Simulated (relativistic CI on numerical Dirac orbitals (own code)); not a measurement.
# Hg³⁺: O2,3 absorption edge

Computed with this model: Dirac-Coulomb-Breit CI, orbitals from a KLI potential per configuration, model QED (radiative potential, 1s self-energy scaled to tabulated hydrogen-like ionisation energies), valence Slater integrals scaled by 0.8, multiplet model of core-to-valence dipole absorption; configurations [Xe] 4f14 5d9 → [Kr] 4d10 4f14 5s2 5p5 5d10; 300 K; Lorentzian 1.5 eV and Gaussian 0.3 eV FWHM. Energies are those of the free ion, without screening or charge transfer. The branching ratio is the share of the lower-energy edge in the whole absorption, uncertain by about 0.02 where the edges overlap. S is read from ⟨S²⟩ = S(S + 1).

Field parameters in Wybourne normalisation: D3d B²₀ = −7Dσ, B⁴₀ = −14Dq − 21Dτ, B⁴₃ = −14√(10/7) Dq; D4h B²₀ = −7Ds, B⁴₀ = 21(Dq − Dt), B⁴₄ = 21√(5/14) Dq; Td as Oh with Dq negative (B⁴₀ = 21Dq, B⁴₄ = √(5/14) B⁴₀). The field is a parameter set, without covalency.

Computed curve for D4h, 10Dq = 27500, Ds = -670, Dt = 40 cm⁻¹, scaled to 100 at the maximum (points under 2 are left out and the grid is thinned):

Energy (eV), Intensity and a bar:
```
    57.00        2.1 
    57.25        2.3 
    57.50        2.6 
    57.75        2.9 
    58.00        3.2 
    58.25        3.6 
    58.50        4.1 #
    58.75        4.7 #
    59.00        5.4 #
    59.25        6.4 #
    59.50        7.5 ##
    59.75        9.0 ##
    60.00       10.9 ###
    60.25       13.6 ####
    60.50       17.2 #####
    60.75       22.3 ######
    61.00       29.8 ########
    61.25       40.8 ############
    61.50       56.5 #################
    61.75       76.7 #######################
    62.00       95.1 ############################
    62.25      100.0 ##############################
    62.50       87.4 ##########################
    62.75       66.9 ####################
    63.00       48.5 ##############
    63.25       35.1 ##########
    63.50       25.9 #######
    63.75       19.7 #####
    64.00       15.3 ####
    64.25       12.2 ###
    64.50       10.0 ##
    64.75        8.3 ##
    65.00        6.9 #
    65.25        5.9 #
    65.50        5.1 #
    65.75        4.5 #
    66.00        3.9 #
    66.25        3.5 
    66.50        3.1 
    66.75        2.8 
    67.00        2.5 
    67.25        2.3 
    67.50        2.1 
    78.25        2.1 
    78.50        2.6 
    78.75        3.2 
    79.00        4.1 #
    79.25        5.5 #
    79.50        7.4 ##
    79.75       10.2 ##
    80.00       13.5 ####
    80.25       16.0 ####
    80.50       15.9 ####
    80.75       13.2 ###
    81.00        9.9 ##
    81.25        7.2 ##
    81.50        5.3 #
    81.75        4.0 #
    82.00        3.1 
    82.25        2.4
```

The ground state has S = 0.50, and the centroid lies at 64.71 eV.
